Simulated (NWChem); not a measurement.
**Correlation energy of arsenic trifluoride (AsF$_{3}$)**

SMILES: F[As](F)F
```xyz
4

F      0.7389    -0.4892     1.2818
As     0.0009     0.3989     0.0000
F      0.7389    -0.4892    -1.2818
F     -1.4811    -0.4842     0.0000
```
Charge 0, spin multiplicity 1.

Program: NWChem. The geometry was optimised at PBE0/def2-SVP, a minimum by its harmonic frequencies.

Basis set: def2-SVP. Each correlation energy counts from its own Hartree-Fock reference.

The Hamiltonian is non-relativistic. The correlated methods keep 12 core orbitals frozen. Coupled-cluster values serve here as a point of comparison, not as the truth.

```tsv
method	correlation energy (mHa)
MP2	-787.9
SCS-MP2	-747.7
CR-CCSD[T]	___
CR-CCSD(T)	___
CCSD	-787.7
CCSD+T(CCSD)	-806.1
CCSD(T)	-803.6
```

Task: What belongs in the gaps?

Result: 
- CR-CCSD[T], correlation energy (mHa): -801.8
- CR-CCSD(T), correlation energy (mHa): -799.9
